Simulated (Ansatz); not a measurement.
`Cl[SiH2][SiH](Cl)Cl`, relaxed with RKS PBE-D4/def2-SVP in Ansatz 0.2.0 from a rough embedded geometry. The force threshold is 0.03 eV/Å; the program also tests the step.

Total charge 0; spin multiplicity 1.

Start:

```xyz
8

Cl   -0.183   -1.224   -2.407
Si    0.790   -0.429   -0.761
Si   -0.706    0.454    0.727
Cl   -1.911   -0.861    1.531
Cl    0.222    1.387    2.309
H     1.731    0.604   -1.314
H     1.621   -1.477   -0.157
H    -1.565    1.546    0.072
```

| step | energy (eV) | largest force (eV/Å) | largest move (Å) |
| --- | --- | --- | --- |
| 1 | -53335.4592 | 2.762 | 0.000 |
| 2 | -53335.7148 | 0.251 | 0.193 |
| 3 | -53335.7399 | 0.109 | 0.067 |
| 4 | -53335.7421 | 0.040 | 0.017 |
| 5 | -53335.7439 | 0.046 | 0.034 |
| 6 | -53335.7445 | 0.033 | 0.025 |
| 7 | -53335.7446 | 0.003 | 0.013 |

End:

```xyz
8

Cl   -0.232   -1.247   -2.369
Si    0.823   -0.412   -0.774
Si   -0.737    0.531    0.702
Cl   -1.939   -0.996    1.437
Cl    0.354    1.396    2.253
H     1.767    0.633   -1.298
H     1.594   -1.486   -0.062
H    -1.629    1.581    0.110
```

It took 4.3 s on 4 threads of a server CPU on a shared host, with 0.18 GiB of host memory at the peak.
